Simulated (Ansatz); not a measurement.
Cartesian coordinates (Å):
SMILES: C=C/C=C/[SiH3]
```xyz
13

C     -2.5254     0.2593     1.1457
C     -1.6901     0.1213     0.1012
C     -0.2476     0.0343     0.2244
C      0.6077    -0.1046    -0.8138
Si     2.4562    -0.2139    -0.6262
H     -2.1461     0.3143     2.1689
H     -3.6056     0.3213     1.0127
H     -2.0974     0.0689    -0.9145
H      0.1482     0.0880     1.2466
H      0.1748    -0.1548    -1.8214
H      2.8084    -0.1237     0.8249
H      3.1389     0.8939    -1.3683
H      2.9780    -1.5043    -1.1802
```
Charge 0, spin multiplicity 1.

The numbers are results of frozen-core CCSD(T)/cc-pVTZ // PBE-D3(BJ)/def2-TZVP (Ansatz, an electronic-structure program), not measurements. The restricted HF reference is unstable towards unrestricted orbitals.

```yaml
HF energy: -445.08724 Ha
MP2 correlation energy: -0.77401 Ha
```

Question: Estimate the CCSD correlation energy, the (T) correction, the total energy and the T1 diagnostic.

Answer: 
```yaml
CCSD correlation energy: -0.82702 Ha
"(T) correction": -0.03828 Ha
CCSD(T) total energy: -445.95254 Ha
T1 diagnostic: 0.012
```
